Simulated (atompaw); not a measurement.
**copper: one change to a PAW (atompaw) potential, before and after**

copper (Cu), PAW, made with atompaw 4.2.0.5 (LDA (PW92), scalar-relativistic). Core [Ne], reference 3s2 3p6 3d10 4s0 4p1. Waves: 3s (bound): rc 1.30 bohr; 4s (bound, empty): rc 1.50 bohr; 3p (bound): rc 1.05 bohr; 4p (bound): rc 1.20 bohr; 3d (bound): rc 1.50 bohr; 3d channel at -0.2 Ry: rc 1.50 bohr. Local part: troulliermartins scheme with l = 3 at 0 Ry, radius 1.50 bohr. Core correction: smooth core density matched at 0.80 bohr. Augmentation charge: sinc compensation charge, radius 1.30 bohr; PAW radius 1.50 bohr; waves and projectors: custom polynom vanderbiltortho.

All-electron outer shells of the reference configuration (LDA (PW92), scalar-relativistic, ld1.x):

```csv
shell,level (eV),outermost node (bohr),outermost maximum (bohr)
2s,-1062.34,0.07,0.20
2p,-918.38,–,0.16
3s,-116.25,0.29,0.61
3p,-74.15,0.26,0.62
3d,-7.41,–,0.60
4s,-6.31,0.89,2.19
4p,-1.85,0.97,3.26
```

Change: augmentation sinc compensation charge, radius 1.30 bohr; PAW radius 1.50 bohr; waves and projectors: custom rrkj vanderbiltortho.

Cutoffs: the cutoffs (Ry, on a coarse ladder) from which the occupation-weighted sum of valence levels, in a spherical-Bessel basis at the reference potential, stays within 10 and 1 mRy of its value at 400 Ry; they do not see the model core or the augmentation charge, which bear on the density cutoff.

What does the change do?

The potential gets softer (100 Ry and 160 Ry → 80 Ry and 140 Ry); the range in which the s phases agree narrows (upper end at the end of the scan → 2.8); neither file shows a bound ghost.

```csv
quantity,base,changed
"cutoff, loose",100 Ry,80 Ry
"cutoff, tight",160 Ry,140 Ry
loose cutoff by channel (10 mRy a level),"s 30 Ry, p 60 Ry, d 40 Ry","s 30 Ry, p 70 Ry, d 40 Ry"
bound ghosts,none,none
s: phases at 1.51 bohr within 0.05 rad from the reference energy up to (Ry; the scan ends near 5),to the end of the scan,2.8
p: phases at 1.51 bohr within 0.05 rad from the reference energy up to (Ry; the scan ends near 5),to the end of the scan,to the end of the scan
d: phases at 1.51 bohr within 0.05 rad from the reference energy up to (Ry; the scan ends near 5),to the end of the scan,to the end of the scan
lowest overlap eigenvalue by channel,"s 0.72, p 0.72, d 0.96","s 0.00, p 0.17, d 1.00"
```

 The cutoffs see the waves, projectors and local potential, not the compensation charge or the core.
